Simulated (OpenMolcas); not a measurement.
# P I: from RASSCF to RASPT2

```json
{"Program": "OpenMolcas", "Basis": "ANO-R3 [6s5p4d2f1g]", "Scalar Hamiltonian": "X2C, finite nucleus", "Active space": "3 electrons in 9 orbitals (RAS2 3p; RAS3 3d 4s, at most 1 electron)", "State averaging": "2S+1 = 4 odd, 1 root; 2S+1 = 2 odd, 8 roots; 2S+1 = 4 even, 3 roots; 2S+1 = 2 even, 8 roots", "Spin-orbit coupling": "state interaction with AMFI integrals over the reference wave functions, term energies averaged over their components"}
```

Methods on the same reference wave functions:
A. RASSCF
B. SS-RASPT2, IPEA 0.25 Eh, imaginary shift 0.1 Eh (closed shells correlated: 2s 2p 3s)

Energies in cm⁻¹ above 3s² 3p³ ⁴S°_3/2, the measured ground level; measured values from NIST Handbook of Basic Atomic Spectroscopic Data.

```json
{"Level": "3s² 3p³ ⁴S°_3/2", "A": "0.0", "B": "0.0", "Measured": "0.0"}
{"Level": "3s² 3p³ ²D°_3/2", "A": "15356", "B": "11930", "Measured": "11361"}
{"Level": "3s² 3p³ ²D°_5/2", "A": "15362", "B": "11940", "Measured": "11377"}
{"Level": "3s² 3p³ ²P°_1/2", "A": "25405", "B": "22850", "Measured": "18723"}
{"Level": "3s² 3p³ ²P°_3/2", "A": "25413", "B": "22860", "Measured": "18748"}
{"Level": "3s² 3p² 4s ⁴P_1/2", "A": "57205", "B": "55410", "Measured": "55939"}
{"Level": "3s² 3p² 4s ⁴P_3/2", "A": "57338", "B": "55540", "Measured": "56091"}
{"Level": "3s² 3p² 4s ⁴P_5/2", "A": "57563", "B": "55770", "Measured": "56340"}
{"Level": "3s² 3p² 4s ²P_1/2", "A": "60841", "B": "58190", "Measured": "57877"}
{"Level": "3s² 3p² 4s ²P_3/2", "A": "61110", "B": "58460", "Measured": "58174"}
```

Deviations, from unrounded energies. A percentage is the sum of absolute deviations over the sum of measured energies, with the sign that they share, or ± where signs differ.

| Against measurement | Levels | A | B |
| --- | --- | --- | --- |
| mean absolute deviation (cm-1) | 9 | 3400 | 1300 |
| other terms of the ground configuration (%) | 4 | +35.4 | +15.6 |
| other configurations (%) | 5 | +3.4 | ±0.8 |

B lies closest to measurement on these levels. The largest miss of B in the table is 3s² 3p³ ²P°_1/2, by +4100 cm-1. The ranking rests on the paired levels alone, and a cruder setting can come out closer through cancelling errors.

From A to B the spin-free energies of the other terms of 3s² 3p³ shown, above ⁴S°, scale by factors of 0.78 to 0.90.

The lowest spin-free term lies below A's lowest term by 0.346 hartree in B.

Term energies are means over components that CASPT2 splits; among the terms shown or strongly mixed into the levels shown the widest spread is 64 cm-1 (3s² 3p³ ²D°, B). ANO sets are built for valence states and can reach diffuse excited orbitals poorly, and with the s shell closed the s pⁿ⁺¹ terms that mix with these levels are absent. With the s shell closed, the reference lacks s² → p² mixing. Without dynamic correlation excited terms often stand tens of per cent too high (terms of higher spin than the ground term too low), and those without a measured partner can miss by more than the paired ones (holds for A). Some terms miss by over 15 % even with CASPT2, which points to a basis or an active space too small for the shells correlated (holds for B). Computed and measured levels are paired by configuration, term and J; levels that our copy of the source lacks, or whose pairing is in doubt (as where it misses far off the trend of its configuration), stay unpaired and out of the deviations. Only configurations of the active space appear. Levels that lie high or do not pair safely by name in every column are left out.

° marks odd parity.
